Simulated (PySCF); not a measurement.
CH3Si, SMILES [CH]=[SiH2], multiplicity 2.

Geometry: PBE0-D3(BJ)/def2-TZVP. The isomer is the one that the SMILES or the coordinates give; other isomers of the formula were not compared.

Two levels are set side by side: PBE/def2-TZVPD (PySCF) and ωB97X/def2-TZVPD (PySCF). Same geometry, gas phase. Differences are taken from unrounded values.

```tsv
quantity	PBE
α-spin orbital gap (eV)	3.58
β-spin orbital gap (eV)	2.01
dipole moment (D)	0.69
mean polarisability (bohr³)	46.7
```

**Question.** These are the PBE values. What does ωB97X give? (An estimate is asked for; the answer gives what the named calculation found.)

**Answer.** 
```
quantity                     ωB97X  PBE minus ωB97X
---------------------------  -----  ---------------
α-spin orbital gap (eV)      10.01            -6.44
β-spin orbital gap (eV)       8.42            -6.41
dipole moment (D)             0.90            -0.21
mean polarisability (bohr³)   45.5              1.2
```

Rough cost on one machine, each run with all the roots and properties that it gave: ωB97X against PBE within a factor of 2.
